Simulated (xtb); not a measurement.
A run for xtb: GFN1-xTB on GeH4 (SMILES [GeH4]).

```
$ xtb mol.xyz --gfn 1 --sp --chrg 0 --uhf 0
5

Ge    -0.09412367     0.07716543     3.72297272
H      0.10076402    -1.43928620     3.83299942
H     -1.32903427     0.39246251     2.86393033
H      1.14780222     0.74396510     3.11996314
H     -0.33330187     0.65326507     5.13292620
```

**Question.** Give the final energy of this run.

**Answer.** -3.8038 hartree.
